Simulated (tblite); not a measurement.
Species: C5H3N2S (doublet state).
Structure used (GFN2-xTB), in Å, numbered top down from 1:
```
atom  x, y, z in Å
C1     3.2425    0.3741   -0.9062
C2     2.1463    0.0956   -0.5044
C3     0.8576   -0.2329   -0.0303
N4     0.7148   -1.2456    0.8374
S5    -0.8272   -1.4377    1.2378
C6    -1.3120   -0.0471    0.1532
C7    -2.5894    0.3668    0.0092
N8    -0.2162    0.4324   -0.4180
H9     4.1997    0.6205   -1.2587
H10   -3.3919   -0.1140    0.5362
H11   -2.8186    1.1904   -0.6421
```

Computed values, GFN2-xTB/tblite, gas phase, harmonic and unscaled. Against measured fundamentals such values can be off by several per cent, at times by over 20. One conformer, not necessarily the lowest. Open shells enter through the occupations alone, without spin polarisation, and single modes of such species can be off by tens of per cent.

Harmonic wavenumbers (cm⁻¹): 116.7, 120.7, 211.9, 291.7, 349.0, 448.3, 486.0, 527.2, 544.4, 560.6, 583.9, 626.0, 669.4, 701.9, 785.8, 905.0, 956.8, 1035.1, 1172.6, 1270.5, 1370.5, 1415.9, 1570.7, 2256.3, 3124.2, 3167.5, 3393.1.

A = 4276, B = 1307, C = 1001 MHz; mass 123.002 u (most abundant isotopes); point group Cs, symmetry number 1; spin multiplicity 2.

**Question.** What is the zero-point energy?

**Answer.** ½Σν̃ = 14331 cm⁻¹ = 40.97 kcal/mol.

**Question.** Give the ideal-gas entropy at 298.15 K and 1 bar in the rigid-rotor, harmonic-oscillator model (classical rotation).

**Answer.** Translation 40.36, rotation 28.44, vibration 16.28, spin (R ln 2) 1.38: S = 86.5 cal/(mol K).

**Question.** And Cp and H(298.15 K) − H(0)?

**Answer.** Cp = 29.37 cal/(mol K), of which vibrations give 21.42 (their classical limit is 27 R = 53.7); H(298.15 K) − H(0) = 5.28 kcal/mol without the zero-point energy, 2.91 from vibrations.

**Question.** Which modes carry the vibrational entropy at 298.15 K?

**Answer.** 116.7 cm⁻¹: 3.15; 120.7 cm⁻¹: 3.09; 211.9 cm⁻¹: 2.03; 291.7 cm⁻¹: 1.46; 349.0 cm⁻¹: 1.17; 448.3 cm⁻¹: 0.80 cal/(mol K); the other 21 give 4.57 together.

**Question.** What must be added to the electronic energy to get the Gibbs energy at 298.15 K and 1 bar?

**Answer.** ZPE + [H(298.15 K) − H(0)] − T·S = 40.97 + 5.28 − 25.78 = 20.47 kcal/mol.

**Question.** Blend soft modes into free rotors: weight 1/[1 + (100 cm⁻¹/ν̃)⁴] for the oscillator and the rest for a rotor with moment μB/(μ + B), μ = h/(8π²ν), B = 10⁻⁴⁴ kg m². What vibrational entropy results?

**Answer.** 16.00 cal/(mol K) in place of 16.28, which changes −T·S at 298.15 K by +0.08 kcal/mol.

**Question.** How do the functions run with temperature in this model?

**Answer.** 
```tsv
T (K)	S (cal/(mol K))	Cp (cal/(mol K))	H − H(0) (kcal/mol)	G − H(0) (kcal/mol)	ln q(vib)
100	64.5	13.4	1.00	-5.45	0.47
200	76.3	21.8	2.75	-12.51	1.75
300	86.6	29.5	5.33	-20.66	3.32
500	104.4	39.8	12.36	-39.83	6.70
800	125.0	47.8	25.64	-74.38	11.52
1000	136.1	51.0	35.54	-100.52	14.43
```

q(vib) and H(0) count from the zero-point level.

Hindered rotation and anharmonicity are outside this model. Other conformers, if any are populated, would add a mixing term that is left out.
